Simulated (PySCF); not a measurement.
MN15 on Tl⁻ (thallium, charge -1), [Xe] 4f14 5d10 6s2 6p2, high-spin 3P determinant. Calculation: PySCF 2.14, in aug-cc-pVTZ-DK3 (9s8p6d3f, 84 functions); scalar relativity by spin-free X2C-1e.

```
cycle= 1 E= -20261.5758241622  delta_E= -0.0249  |g|= 0.0653  |ddm|= 0.618
cycle= 2 E= -20261.5762271092  delta_E= -0.000403  |g|= 0.0493  |ddm|= 0.193
cycle= 3 E= -20261.5769992095  delta_E= -0.000772  |g|= 0.00654  |ddm|= 0.0707
cycle= 4 E= -20261.5770220139  delta_E= -2.28e-05  |g|= 0.000803  |ddm|= 0.0151
cycle= 5 E= -20261.577022794  delta_E= -7.8e-07  |g|= 9.86e-05  |ddm|= 0.00423
cycle= 6 E= -20261.5770228087  delta_E= -1.47e-08  |g|= 1.11e-05  |ddm|= 0.000496
cycle= 7 E= -20261.577022809  delta_E= -3.67e-10  |g|= 2.56e-06  |ddm|= 0.000131
converged SCF energy = -20261.577022809  <S^2> = 2.002642  2S+1 = 3.0017608
```

Highest occupied orbital energy: 0.470 eV; ⟨L²⟩ = 2.00; populations by l: s 12.00, p 26.00, d 30.00, f 14.00.

**Question.** Can this result be used?

**Answer.** With care. The run converged. Spin-orbit coupling is strong in this species (close to jj coupling), so the high-spin LS determinant is a model state, not a physical level. At MN15 the highest occupied level has a positive energy, so only the finite basis holds that electron; in a semilocal or global hybrid functional this comes from self-interaction and does not mean that the real anion is unbound.
